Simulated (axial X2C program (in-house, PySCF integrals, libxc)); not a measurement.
Low determinants of SiSe⁻ at the PBE0 level, 2c

Computed with an in-house relativistic program for diatomic molecules. Two-component (2c) means X2C with spin–orbit coupling and atomic mean-field two-electron Coulomb and Gaunt terms. Basis: Se dyall-acv3z [9s10p7d5f1g], Si dyall-av3z [9s8p3d2f] (cores contracted in-house); Gaussian nuclei, density fitting, unrestricted open shells. Masses: Se 79.917 u, Si 27.977 u.

Search at 2.140 Å (vertical energies from the lowest determinant):

```csv
ΔE (eV),state,electrons beyond evenly filled partner blocks,"electrons in ±ω = 1/2, 3/2, 5/2, 7/2"
0.00,Ω = 1/2,ω = 1/2,35 12 2 0
0.07,Ω = 3/2,ω = 3/2,34 13 2 0
2.66,Ω = 5/2,"ω = -1/2, 2 × ω = 3/2",35 12 2 0
2.82,Ω = 1/2,"2 × ω = -1/2, ω = 3/2",34 13 2 0
3.34,Ω = 5/2,"2 × ω = 1/2, ω = 3/2",34 13 2 0
3.41,Ω = 3/2,ω = 3/2,36 11 2 0
3.45,Ω = 7/2,"ω = 1/2, 2 × ω = 3/2",35 12 2 0
```

Lowest determinant, Ω = 1/2 (⟨Sz⟩ = -0.50, ⟨Lz⟩ = 1.00 at PBE0): Re = 2.171 Å, ωe = 474.0 cm⁻¹.

The determinant in row 2 of the search, Ω = 3/2 (⟨Sz⟩ = 0.50, ⟨Lz⟩ = 1.00 at PBE0), was followed along the bond at PBE0; measured from the minimum of the lowest determinant it gives:

Te = 0.066 eV (533 cm⁻¹), Re = 2.169 Å, ωe = 475.1 cm⁻¹.

(1) Compare the bond of the determinant in row 2 with that of the lowest one.

The search compares states at one distance, so a state with another bond length can lie lower; it is not exhaustive and yields mostly the lowest determinant of each block pattern, so other components and higher states of one pattern are missing. These are energies of single determinants, not of spin-adapted states; PBE0 term energies can be off by some tenths of an eV, and the functional has no current term. For an anion, determinants above electron detachment are held by the basis set. The highest occupied level of some functionals is positive through self-interaction error; at Hartree–Fock it is bound. Row 1 has a positive highest level at its minimum. Row 2 has a positive highest level at its minimum.

## Answers

(1) At PBE0 its Re is 0.002 Å shorter and its force constant, which goes as ωe², is 1.00 times that of the lowest determinant. T0 ≈ Te + Δωe/2 = 533 + (1) = 534 cm⁻¹.
